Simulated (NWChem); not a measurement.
System: C₂H₇ClSi; SMILES C[SiH](C)Cl

NWChem input:

```
start job
memory heap 200 mb stack 900 mb global 1100 mb
geometry units angstroms noautosym nocenter noautoz
  Si     0.398724    -0.383356     0.000000
  C     -0.282992    -1.167810     1.552858
  C     -0.282992    -1.167810    -1.552858
  Cl    -0.128590     1.636118     0.000000
  H      1.890708    -0.432994     0.000000
  H     -0.006066    -2.233647     1.597447
  H      0.114141    -0.671809     2.451228
  H     -1.381237    -1.095283     1.577774
  H      0.114141    -0.671809    -2.451228
  H     -0.006066    -2.233647    -1.597447
  H     -1.381237    -1.095283    -1.577774
end
basis spherical
  Si library 6-31g*
  C library 6-31g*
  Cl library 6-31g*
  H library 6-31g*
end
dft
  xc b3lyp
  iterations 150
end
property
  shielding 7 1 2 4 5 6 7 8
end
task dft property
```

Output (shortened):

```
             Northwest Computational Chemistry Package (NWChem) 7.3.0
             --------------------------------------------------------

                             Geometry "geometry" -> ""
                             -------------------------

 Output coordinates in angstroms (scale by  1.889725989 to convert to a.u.)

  No.       Tag          Charge          X              Y              Z
 ---- ---------------- ---------- -------------- -------------- --------------
    1 Si                  14.0000     0.39872400    -0.38335600     0.00000000
    2 C                    6.0000    -0.28299200    -1.16781000     1.55285800
    3 C                    6.0000    -0.28299200    -1.16781000    -1.55285800
    4 Cl                  17.0000    -0.12859000     1.63611800     0.00000000
    5 H                    1.0000     1.89070800    -0.43299400     0.00000000
    6 H                    1.0000    -0.00606600    -2.23364700     1.59744700
    7 H                    1.0000     0.11414100    -0.67180900     2.45122800
    8 H                    1.0000    -1.38123700    -1.09528300     1.57777400
    9 H                    1.0000     0.11414100    -0.67180900    -2.45122800
   10 H                    1.0000    -0.00606600    -2.23364700    -1.59744700
   11 H                    1.0000    -1.38123700    -1.09528300    -1.57777400

 Effective nuclear repulsion energy (a.u.)     217.5640426345

                              NWChem Property Module
                              ----------------------

  itol2e modified to match energy
  convergence criterion.

                                 NWChem DFT Module
                                 -----------------

 Summary of "ao basis" -> "ao basis" (spherical)
 ------------------------------------------------------------------------------
       Tag                 Description            Shells   Functions and Types
 ---------------- ------------------------------  ------  ---------------------
 Si                          6-31g*                  8       18   4s3p1d
 C                           6-31g*                  6       14   3s2p1d
 Cl                          6-31g*                  8       18   4s3p1d
 H                           6-31g*                  2        2   2s

  itol2e modified to match energy
  convergence criterion.

            General Information
            -------------------
          SCF calculation type: DFT
          Wavefunction type:  closed shell.
          No. of atoms     :    11
          No. of electrons :    50
           Alpha electrons :    25
            Beta electrons :    25
          Charge           :     0
          Spin multiplicity:     1
          Use of symmetry is: off; symmetry adaption is: off
          Maximum number of iterations: 150
          AO basis - number of functions:    78
                     number of shells:    42
          Convergence on energy requested:  1.00D-07
          Convergence on density requested:  1.00D-05
          Convergence on gradient requested:  5.00D-04

              XC Information
              --------------
                         B3LYP Method XC Potential
                     Hartree-Fock (Exact) Exchange  0.200
                        Slater Exchange Functional  0.800 local
                    Becke 1988 Exchange Functional  0.720 non-local
              Lee-Yang-Parr Correlation Functional  0.810
                  VWN I RPA Correlation Functional  0.190 local

             Grid Information
             ----------------
          Grid used for XC integration:  fine
          Radial quadrature: Mura-Knowles
          Angular quadrature: Lebedev.
          Tag              B.-S. Rad. Rad. Pts. Rad. Cut. Ang. Pts.
          ---              ---------- --------- --------- ---------
          Si                  1.10      123           8.0       770
          C                   0.70       70          11.0       590
          Cl                  1.00      123          11.0       770
          H                   0.35       60          12.0       590
          Grid pruning is: on
          Number of quadrature shells:   806
          Spatial weights used:  Erf1

      Superposition of Atomic Density Guess
      -------------------------------------

 Sum of atomic energies:        -827.07602631

      Non-variational initial energy
      ------------------------------

 Total energy =    -828.970721
 1-e energy   =   -1572.706076
 2-e energy   =     526.171312
 HOMO         =      -0.361984
 LUMO         =       0.085351

   convergence    iter        energy       DeltaE   RMS-Dens  Diis-err
 ---------------- ----- ----------------- --------- --------- ---------
 d= 0,ls=0.0,diis     1   -830.1452480562 -1.05D+03  9.66D-03  3.42D-01
 d= 0,ls=0.0,diis     2   -830.1713175066 -2.61D-02  5.51D-03  9.24D-02
 d= 0,ls=0.0,diis     3   -830.1826870759 -1.14D-02  1.80D-03  2.16D-02
 d= 0,ls=0.0,diis     4   -830.1860424382 -3.36D-03  1.46D-04  1.01D-04
 d= 0,ls=0.0,diis     5   -830.1860543938 -1.20D-05  5.09D-05  1.58D-05
  Resetting Diis
 d= 0,ls=0.0,diis     6   -830.1860565329 -2.14D-06  1.17D-05  1.44D-06
 d= 0,ls=0.0,diis     7   -830.1860567281 -1.95D-07  4.05D-06  4.49D-08
 d= 0,ls=0.0,diis     8   -830.1860567286 -4.74D-10  2.05D-06  4.15D-08

         Total DFT energy =     -830.186056728584
      One electron energy =    -1576.747390364710
           Coulomb energy =      591.745180699628
    Exchange-Corr. energy =      -62.747889697986
 Nuclear repulsion energy =      217.564042634484

 Numeric. integr. density =       50.000000408709

                       DFT Final Molecular Orbital Analysis
                       ------------------------------------

 Vector   23  Occ=2.000000D+00  E=-3.429538D-01
              MO Center= -7.8D-02, -3.0D-02,  2.9D-10, r^2= 4.0D+00
   Bfn.  Coefficient  Atom+Function         Bfn.  Coefficient  Atom+Function
  ----- ------------  ---------------      ----- ------------  ---------------
    55      0.412314   4 Cl pz                9      0.312171   1 Si pz
    23     -0.255301   2 C  pz               37     -0.255301   3 C  pz
    59      0.210081   4 Cl pz               51     -0.162373   4 Cl pz
    27     -0.140580   2 C  pz               41     -0.140580   3 C  pz
     5     -0.130402   1 Si pz               69     -0.112433   7 H  s

 Vector   24  Occ=2.000000D+00  E=-2.999925D-01
              MO Center=  2.1D-01,  8.2D-01,  5.7D-11, r^2= 3.2D+00
   Bfn.  Coefficient  Atom+Function         Bfn.  Coefficient  Atom+Function
  ----- ------------  ---------------      ----- ------------  ---------------
    53      0.574410   4 Cl px               57      0.324932   4 Cl px
    66     -0.251373   5 H  s                49     -0.224701   4 Cl px
     7     -0.172716   1 Si px               65     -0.172169   5 H  s
    54      0.171249   4 Cl py               58      0.096790   4 Cl py
    23     -0.094456   2 C  pz               37      0.094456   3 C  pz

 Vector   25  Occ=2.000000D+00  E=-2.980383D-01
              MO Center= -1.2D-01,  5.5D-01, -6.4D-10, r^2= 3.7D+00
   Bfn.  Coefficient  Atom+Function         Bfn.  Coefficient  Atom+Function
  ----- ------------  ---------------      ----- ------------  ---------------
    55      0.571409   4 Cl pz               59      0.326842   4 Cl pz
    51     -0.223541   4 Cl pz                9     -0.205602   1 Si pz
    23      0.191414   2 C  pz               37      0.191414   3 C  pz
    27      0.122577   2 C  pz               41      0.122577   3 C  pz
    24     -0.118965   2 C  s                38      0.118965   3 C  s

 Vector   26  Occ=0.000000D+00  E= 3.223735D-02
              MO Center=  4.6D-01, -2.6D-01,  2.2D-10, r^2= 4.4D+00
   Bfn.  Coefficient  Atom+Function         Bfn.  Coefficient  Atom+Function
  ----- ------------  ---------------      ----- ------------  ---------------
    12      1.206182   1 Si py               56     -0.814589   4 Cl s
    58      0.584851   4 Cl py                8      0.491570   1 Si py
    10      0.376878   1 Si s                 6      0.284174   1 Si s
    54      0.275330   4 Cl py               24      0.230087   2 C  s
    38      0.230087   3 C  s                11     -0.213845   1 Si px

 Vector   27  Occ=0.000000D+00  E= 6.449706D-02
              MO Center=  5.5D-01, -3.4D-01,  5.5D-09, r^2= 5.3D+00
   Bfn.  Coefficient  Atom+Function         Bfn.  Coefficient  Atom+Function
  ----- ------------  ---------------      ----- ------------  ---------------
    13      1.462145   1 Si pz               24     -1.099367   2 C  s
    38      1.099367   3 C  s                59     -0.310112   4 Cl pz
    72      0.303641   8 H  s                78     -0.303641  11 H  s
     9      0.276167   1 Si pz               26     -0.188533   2 C  py
    40      0.188533   3 C  py               27      0.161529   2 C  pz

 Vector   28  Occ=0.000000D+00  E= 7.141250D-02
              MO Center= -3.8D-01, -1.1D+00, -1.4D-09, r^2= 5.8D+00
   Bfn.  Coefficient  Atom+Function         Bfn.  Coefficient  Atom+Function
  ----- ------------  ---------------      ----- ------------  ---------------
    24      1.489007   2 C  s                38      1.489007   3 C  s
    10     -1.267386   1 Si s                68     -0.565845   6 H  s
    76     -0.565845  10 H  s                11      0.556656   1 Si px
    70     -0.494669   7 H  s                74     -0.494669   9 H  s
    72     -0.282675   8 H  s                78     -0.282675  11 H  s

     Multipole analysis of the density
     ---------------------------------

[...]

          -----------------------------------------
          Chemical Shielding Tensors (GIAO, in ppm)
          -----------------------------------------

                                NWChem CPHF Module
                                ------------------

  scftype          =     RHF
  nclosed          =       25
  nopen            =        0
  variables        =     1325
  # of vectors     =        3
  tolerance        = 0.10D-03
  level shift      = 0.00D+00
  max iterations   =       50
  max subspace     =       30

 SCF residual:    3.0228262425081488E-005

Iterative solution of linear equations
  No. of variables     1325
  No. of equations        3
  Maximum subspace       30
        Iterations       50
       Convergence  1.0D-04

   iter   nsub   residual    time
   ----  ------  --------  ---------
     1      3    2.93D-01      64.4
     2      6    9.96D-03      71.8
     3      9    3.80D-04      79.7
     4     12    1.31D-05      87.5

      Atom:    1  Si
        Diamagnetic
    878.3372     -1.2409      0.0000
     -1.2409    887.5760      0.0000
      0.0000      0.0000    881.9330

        Paramagnetic
   -537.1114     -9.3960     -0.0000
     -9.3960   -472.1024      0.0000
     -0.0000      0.0000   -479.4832

        Total Shielding Tensor
    341.2259    -10.6369     -0.0000
    -10.6369    415.4737      0.0000
     -0.0000      0.0000    402.4498

           isotropic =     386.3831
          anisotropy =      45.8766

          Principal Components and Axis System
                 1           2           3
              416.9675    402.4498    339.7320

      1        -0.1391     -0.0000      0.9903
      2         0.9903     -0.0000      0.1391
      3         0.0000      1.0000      0.0000

      Atom:    2  C
        Diamagnetic
    246.8943      1.9445     -4.0281
      1.9445    249.8482     -5.5189
     -4.0281     -5.5189    256.1570

        Paramagnetic
    -67.1187     -3.3286     -0.1101
     -3.3286    -58.1363      1.0934
     -0.1101      1.0934    -66.4356

        Total Shielding Tensor
    179.7756     -1.3841     -4.1382
     -1.3841    191.7119     -4.4255
     -4.1382     -4.4255    189.7215

           isotropic =     187.0697
          anisotropy =      12.5201

          Principal Components and Axis System
                 1           2           3
              195.4164    188.1181    177.6745

      1         0.1081     -0.4258      0.8983
      2         0.7454      0.6326      0.2102
      3        -0.6578      0.6469      0.3858

      Atom:    3  Cl
        Diamagnetic
   1144.7809     -1.9817     -0.0000
     -1.9817   1154.7541     -0.0000
     -0.0000     -0.0000   1145.1839

        Paramagnetic
   -216.5631    -12.6817     -0.0000
    -12.6817   -132.2547     -0.0000
     -0.0000     -0.0000   -186.1979

        Total Shielding Tensor
    928.2178    -14.6634     -0.0000
    -14.6634   1022.4994     -0.0000
     -0.0000     -0.0000    958.9860

           isotropic =     969.9011
          anisotropy =      82.2394

          Principal Components and Axis System
                 1           2           3
             1024.7273    958.9860    925.9898

      1        -0.1502     -0.0000      0.9887
      2         0.9887      0.0000      0.1502
      3        -0.0000      1.0000      0.0000

      Atom:    4  H
        Diamagnetic
     39.2084     -1.4733      0.0000
     -1.4733     24.9722      0.0000
      0.0000      0.0000     23.8481

        Paramagnetic
     -7.4673      0.2524     -0.0000
      0.2524      0.1334     -0.0000
     -0.0000     -0.0000     -0.0844

        Total Shielding Tensor
     31.7412     -1.2209     -0.0000
     -1.2209     25.1056     -0.0000
     -0.0000     -0.0000     23.7637

           isotropic =      26.8702
          anisotropy =       7.6328

          Principal Components and Axis System
                 1           2           3
               31.9587     24.8880     23.7637

      1         0.9845      0.1754      0.0000
      2        -0.1754      0.9845      0.0000
      3        -0.0000     -0.0000      1.0000

      Atom:    5  H
        Diamagnetic
     23.5234     -2.5717     -0.4149
     -2.5717     39.1085     -4.0608
     -0.4149     -4.0608     26.6213

        Paramagnetic
      4.6544      0.7513      0.6020
      0.7513     -1.2457      1.7404
      0.6020      1.7404      3.4309

        Total Shielding Tensor
     28.1778     -1.8204      0.1871
     -1.8204     37.8628     -2.3205
      0.1871     -2.3205     30.0522

           isotropic =      32.0309
          anisotropy =      10.1640

          Principal Components and Axis System
                 1           2           3
               38.8070     29.4699     27.8160

      1        -0.1676     -0.1795      0.9694
      2         0.9521      0.2258      0.2064
      3        -0.2559      0.9575      0.1330

      Atom:    6  H
        Diamagnetic
     23.7144      2.1450      3.3214
      2.1450     26.1929      2.9114
      3.3214      2.9114     38.5478

        Paramagnetic
      4.5932     -0.8566     -0.9689
     -0.8566      3.5461     -1.0638
     -0.9689     -1.0638     -1.8091

        Total Shielding Tensor
     28.3075      1.2884      2.3525
      1.2884     29.7390      1.8476
      2.3525      1.8476     36.7387

           isotropic =      31.5951
          anisotropy =       9.4595

          Principal Components and Axis System
                 1           2           3
               37.9014     29.5074     27.3765

      1         0.2623      0.3117      0.9133
      2         0.2522      0.8913     -0.3767
      3         0.9314     -0.3292     -0.1551

      Atom:    7  H
        Diamagnetic
     38.1987      0.9576     -3.7942
      0.9576     24.1604     -2.0646
     -3.7942     -2.0646     26.2600

        Paramagnetic
     -1.6959     -0.4935      1.9310
     -0.4935      4.5454      1.0414
      1.9310      1.0414      3.7065

        Total Shielding Tensor
     36.5028      0.4641     -1.8633
      0.4641     28.7058     -1.0231
     -1.8633     -1.0231     29.9665

           isotropic =      31.7251
          anisotropy =       7.9993

          Principal Components and Axis System
                 1           2           3
               37.0579     30.0190     28.0982

      1         0.9605      0.2689      0.0716
      2         0.0858     -0.5310      0.8430
      3        -0.2648      0.8036      0.5331
```

Level: B3LYP/6-31G* (spherical d), GIAO. Geometry: optimised at PBE0/def2-SVP. The output numbers the shielded atoms by their place in the input's list. The printed shielding anisotropy is the first printed principal value minus the mean of the other two.
